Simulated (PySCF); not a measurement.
F (fluorine, neutral) across methods

[He] 2s1 2p6, 2S determinant (an excited configuration). Computed with PySCF 2.14 in x2c-QZVPPall with one added diffuse shell each of s, p, d, f type (8s5p4d3f1g, 73 functions), with scalar relativity by spin-free X2C-1e.

| method | E (hartree) | mean ε 2s α (eV) | mean ε 2p α (eV) | mean ε 2p β (eV) | Σ⟨r²⟩ (bohr²) | ⟨S²⟩ |
| --- | --- | --- | --- | --- | --- | --- |
| PBE0 | -99.0261 | -35.455 | -14.989 | -12.340 | 10.92 | 0.756 |
| r2SCAN0 | -99.0274 | -36.838 | -15.576 | -12.517 | 10.82 | 0.759 |
| M06-L | -99.0793 | -33.919 | -13.083 | -10.263 | 10.77 | 0.758 |
| LDA | -98.5272 | -31.062 | -12.522 | -10.852 | 11.07 | 0.753 |
| HSE06 | -99.0379 | -34.999 | -14.564 | -11.929 | 10.92 | 0.756 |
| r2SCANh | -99.0470 | -34.749 | -14.127 | -11.534 | 10.85 | 0.758 |
| UHF | -98.62292 | -47.207 | -22.366 | -16.250 | 10.84 | 0.775 |
| r2SCAN | -99.0602 | -33.362 | -13.167 | -10.877 | 10.87 | 0.757 |

Question: Estimate the same row for PBE.

Answer: E (hartree) = -99.0668; mean ε 2s α (eV) = -31.379; mean ε 2p α (eV) = -12.393; mean ε 2p β (eV) = -10.638; Σ⟨r²⟩ (bohr²) = 11.05; ⟨S²⟩ = 0.754.
